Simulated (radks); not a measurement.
Values are calculated unless marked as measured or tabulated.
Orbital eigenvalues (eV) of the palladium ion Pd10+, [Kr], at several levels of relativity; Dirac values are averaged over j with weights 2j + 1. Spin-unpolarised spherical Kohn-Sham, BLYP, point nucleus unless stated (finite: rms radius 4.5318 fm), a radial shooting solver on a logarithmic mesh with Libxc functionals. A level marked "c x" has the speed of light scaled by that factor and shares open shells by 2j + 1; other Dirac levels either fill j = l - 1/2 first or share by 2j + 1.

[
 {"shell": "1s", "non-rel.": "-23640", "scalar-rel., finite nucleus": "-24370", "Dirac, low j first": "-24358", "Dirac, 2j+1 shares, finite nucleus": "-24357", "change of magnitude, last against first (%)": "+3.03"},
 {"shell": "2s", "non-rel.": "-3557.9", "scalar-rel., finite nucleus": "-3732.0", "Dirac, low j first": "-3729.2", "Dirac, 2j+1 shares, finite nucleus": "-3729.1", "change of magnitude, last against first (%)": "+4.81"},
 {"shell": "2p", "non-rel.": "-3319.5", "scalar-rel., finite nucleus": "-3367.4", "Dirac, low j first": "-3367.8", "Dirac, 2j+1 shares, finite nucleus": "-3367.8", "change of magnitude, last against first (%)": "+1.46"},
 {"shell": "3s", "non-rel.": "-799.51", "scalar-rel., finite nucleus": "-833.48", "Dirac, low j first": "-832.98", "Dirac, 2j+1 shares, finite nucleus": "-832.96", "change of magnitude, last against first (%)": "+4.18"},
 {"shell": "3p", "non-rel.": "-704.36", "scalar-rel., finite nucleus": "-713.64", "Dirac, low j first": "-713.78", "Dirac, 2j+1 shares, finite nucleus": "-713.78", "change of magnitude, last against first (%)": "+1.34"},
 {"shell": "3d", "non-rel.": "-529.20", "scalar-rel., finite nucleus": "-523.90", "Dirac, low j first": "-523.56", "Dirac, 2j+1 shares, finite nucleus": "-523.56", "change of magnitude, last against first (%)": "-1.07"},
 {"shell": "4s", "non-rel.": "-258.99", "scalar-rel., finite nucleus": "-266.17", "Dirac, low j first": "-266.07", "Dirac, 2j+1 shares, finite nucleus": "-266.07", "change of magnitude, last against first (%)": "+2.73"},
 {"shell": "4p", "non-rel.": "-226.87", "scalar-rel., finite nucleus": "-228.54", "Dirac, low j first": "-228.57", "Dirac, 2j+1 shares, finite nucleus": "-228.57", "change of magnitude, last against first (%)": "+0.75"},
 {"shell": "4d (empty)", "non-rel.": "-172.41", "scalar-rel., finite nucleus": "-171.28", "Dirac, low j first": "-171.23", "Dirac, 2j+1 shares, finite nucleus": "-171.23", "change of magnitude, last against first (%)": "-0.68"},
 {"shell": "5s (empty)", "non-rel.": "-123.36", "scalar-rel., finite nucleus": "-125.68", "Dirac, low j first": "-125.65", "Dirac, 2j+1 shares, finite nucleus": "-125.65", "change of magnitude, last against first (%)": "+1.86"}
]
